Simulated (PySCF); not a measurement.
## Adding and removing an electron: CsAs

r²SCAN; basis Cs def2-SVP with ECP46, As def2-SVP; scalar-relativistic core potentials; PySCF 2.14. Neutral (UKS): triplet (π ↑↑), Re = 3.468 Å, ωe = 112 cm⁻¹, De = 1.24 eV, HOMO -2.62 eV, LUMO -1.51 eV.

CsAs⁺ (UKS): quartet (σ ↑, π ↑↑), Re = 4.063 Å, ωe = 39.7 cm⁻¹, De = 0.12 eV to Cs⁺ + As. The energies at the minima are -2255.72488 hartree for CsAs and -2255.54435 for CsAs⁺.

Q: Work out the adiabatic ionisation energy, without and with harmonic zero-point energies (1 hartree = 27.2114 eV, 1 eV = 8065.5 cm⁻¹), and the change of the bond length.

A: At r²SCAN: 0.18053 hartree = 4.912 eV between the minima; the zero-point term (39.7 − 112.0)/2 cm⁻¹ = -0.004 eV makes it 4.908 eV. Re changes by +59.5 pm against the neutral. The electron leaves a σ orbital, and the ion is left as a loose complex of an ion and an atom.

Weak bonds: CsAs⁺. Basis-set superposition, not corrected here, can be much of De in a small basis, most of all at correlated wavefunction levels. These are scalar-relativistic numbers at best; spin–orbit coupling would shift them, the dissociation energy most. For an ion De counts to the pair picked by the measured ionisation energies or electron affinities, which need not be the lowest pair at this level. States were picked by a PBE0 search and need not be the measured ground states.
